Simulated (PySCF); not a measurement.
C₂H₄AlClO. Atoms are numbered in the order given.

```xyz
9

Al    -0.1950     0.0417     0.0000
Cl     0.5346     2.0213     0.0000
C      0.9655    -1.4943     0.0000
C      0.4443    -2.7364     0.0000
H      2.0620    -1.4095     0.0000
H      1.0705    -3.6395     0.0000
H     -0.6399    -2.9100     0.0000
O     -1.8671    -0.2463     0.0000
H     -2.5682     0.4100     0.0000
```
Charge 0, spin multiplicity 1.

The structure is a stationary point at r2SCAN-D4/def2-SVP. The structure was generated by enumeration; whether it is a known compound was not checked. Other conformers were not sampled.

Computed with PBE/def2-TZVP (PySCF).

The molecule is in vacuum.

Computed frontier levels, gap, dipole moment and polarisability:
```
Quantity                                                                                                       Result
---------------------------------------------------------------------------------------------  ----------------------
highest occupied level                                                                                       -7.07 eV
lowest empty level                                                                                           -2.11 eV
orbital gap                                                                                                   4.96 eV
dipole moment                                                                                                  1.02 D
quadrupole, principal values (traceless, Buckingham form, about the centre of nuclear charge)  -6.66, -0.71, 7.37 D·Å
mean static polarisability                                                                       64.4 bohr³ (9.55 Å³)
polarisability, principal values                                                               45.0, 60.6, 87.7 bohr³
```
